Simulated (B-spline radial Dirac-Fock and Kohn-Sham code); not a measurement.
**Ir 4p3/2: cross section and angular parameters**

System: atomic iridium, [Xe] 4f14 5d7 6s2; threshold 495.8 eV (tabulated edge). The computed values come from a radial B-spline solver: Dirac-Hartree-Slater photoionisation with a Latter tail; cross sections with all multipoles, angular parameters from the dipole term and its interference with E2.

The run's input, task.json:

```json
{"items": [{
  "Z": 77,
  "q": 0,
  "cfg": [[1, 0, 2], [2, 0, 2], [2, 1, 6], [3, 0, 2], [3, 1, 6], [3, 2, 10], [4, 0, 2], [4, 1, 6], [4, 2, 10], [4, 3, 14], [5, 0, 2], [5, 1, 6], [5, 2, 7], [6, 0, 2]],
  "A": 193,
  "rrms": 5.4032,
  "do": "xps",
  "hv": [55.3, 72.8, 110.0, 185.0, 208.0, 283.0, 336.0, 400, 639.0, 800, 1000, 1253.6, 1670.0, 2000, 2090.0, 2690.0, 2984.4, 3090.0, 3370.0, 3460.0, 5650.0, 6000, 6310.0, 6560.0, 7450.0, 9300.0, 9530.0, 9820.0, 10200.0, 12000],
  "edges": {"K": 76111.0, "L1": 13419.0, "L2": 12824.0, "L3": 11215.0, "M1": 3174.0, "M2": 2909.0, "M3": 2551.0, "M4": 2116.0, "M5": 2040.0, "N1": 691.1, "N2": 577.8, "N3": 495.8, "N4": 311.9, "N5": 296.3, "N6": 63.8, "N7": 60.8, "O1": 95.2, "O2": 63.0}
}]}
```

Run with: `python xray2_run.py task.json out`

For linearly polarised light dσ/dΩ = σ/(4π) [1 + β P₂(cos θ) + (δ + γ cos²θ) sin θ cos φ], with θ from the polarisation vector and φ the angle between the beam and the projection of the electron momentum on the plane normal to the polarisation.

```tsv
hν (eV)	σ (kb)	β	γ	δ
639	199	0.194	-0.109	0.106
800	164	0.766	0.187	0.075
1000	130	1.102	0.329	0.042
1253.6	97.7	1.322	0.331	0.020
1670	64.7	1.504	0.218	0.005
2000	48.8	1.582	0.125	0.002
2090	45.5	1.598	0.103	0.001
2690	29.6	1.671	-0.003	0.001
2984.4	24.5	1.692	-0.030	0.002
3090	22.9	1.699	-0.037	0.003
3370	19.5	1.712	-0.046	0.004
3460	18.5	1.716	-0.047	0.004
5650	6.88	1.746	0.111	0.012
6000	?	?	?	?
6310	5.42	1.744	0.195	0.014
6560	4.98	1.742	0.228	0.014
7450	3.75	1.735	0.351	0.017
9300	2.25	1.713	0.613	0.022
9530	2.12	1.710	0.646	0.023
9820	1.97	1.706	0.686	0.023
10200	1.80	1.701	0.739	0.024
12000	1.21	1.674	0.981	0.030
```

Q: Give the values at 6000 eV.

A: σ = 6.05 kb, β = 1.745, γ = 0.154, δ = 0.013.
